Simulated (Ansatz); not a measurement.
Species: NS, charge 0, multiplicity 2. 
Geometry from a B3LYP-D3(BJ)/def2-TZVP (Ansatz, a quantum-chemistry and plane-wave program) optimisation:
```xyz
2

N      0.0000     0.0000    -1.0378
S      0.0000     0.0000     0.4540
```
Charge 0, spin multiplicity 2.

Basis-set convergence of Hartree-Fock and MP2 correlation energies (hartree) with Ansatz. Cores are frozen in the correlated levels unless marked. UHF or UKS for open shells. Spin-orbit coupling is left out. Non-relativistic.

The UHF reference is spin-contaminated (<S^2> 0.24 over the pure value in the largest basis). The T1 diagnostic of CCSD in the largest basis is 0.063, which is high, so the coupled-cluster rows are less sure than usual.

| basis | functions | E(HF) | E(corr, MP2) |
|---|---|---|---|
| aug-cc-pV(D+d)Z | 55 | -451.92584 | -0.28059 |
| aug-cc-pV(T+d)Z | 101 | -451.95128 | -0.33771 |
| aug-cc-pV(Q+d)Z | 169 | -451.95801 | -0.36022 |

Extrapolating the two largest sets (X = 3 and 4) as X^-3: E(corr) = (64·(-0.36022) - 27·(-0.33771))/37 = -0.3766 Eh, an estimate of the basis-set limit. The largest set recovers 95.6 % of it, the smallest 74.5 %.
